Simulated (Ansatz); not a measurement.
`[SiH3]P[NH][GaH2]` and `[SiH3]P[NH][SbH2]` differ in one atom or group.

Ansatz, PBE0-D4/def2-TZVP geometries, multiplicity 1. Each molecule was computed in one conformer, which needn't be the lowest.

Elements past krypton have def2 core potentials. Scalar relativity is left out up to krypton. Spin–orbit coupling is left out; it splits and shifts lone-pair levels of the heavy atoms by tenths of an eV.

```tsv
property	`[SiH3]P[NH][GaH2]`
zero-point energy (PBE0-D4/def2-TZVP) / kJ/mol	169.2
ideal-gas entropy at 298 K and 1 bar (rigid rotor, harmonic PBE0-D4/def2-TZVP) / J/(mol·K)	374
HOMO–LUMO gap (PBE0/def2-TZVPP) / eV	5.33
LUMO energy (ωB97M-V/def2-TZVPP) / eV	0.43
size of the dipole moment (PBE/def2-TZVPP) / D	0.96
size of the dipole moment (B3LYP/def2-TZVPP) / D	0.98
```

**Question.** Give the same properties after the change, and the shifts. (An estimate is asked.)

**Answer.** Ansatz gave: 
| property | `[SiH3]P[NH][SbH2]` | shift |
| --- | --- | --- |
| zero-point energy (PBE0-D4/def2-TZVP) / kJ/mol | 168.3 | -0.9 |
| ideal-gas entropy at 298 K and 1 bar (rigid rotor, harmonic PBE0-D4/def2-TZVP) / J/(mol·K) | 392 | 18 |
| HOMO–LUMO gap (PBE0/def2-TZVPP) / eV | 5.59 | 0.26 |
| LUMO energy (ωB97M-V/def2-TZVPP) / eV | 0.55 | 0.12 |
| size of the dipole moment (PBE/def2-TZVPP) / D | 1.29 | 0.33 |
| size of the dipole moment (B3LYP/def2-TZVPP) / D | 1.29 | 0.31 |

With PBE0 the HOMO falls by 0.18 eV and the LUMO rises by 0.09 eV, so the gap widens by about 0.27 eV. PBE moves the HOMO by -0.12 eV and ωB97M-V by -0.17 eV. Dipoles are sizes alone; their direction can turn. Modes under 60 cm⁻¹, often nearly free rotors, make the harmonic entropy too high.

Positive LUMOs are unbound, so they and the gaps depend on the basis.

B3LYP here is the variant with VWN-RPA as its local correlation; programs differ in this.
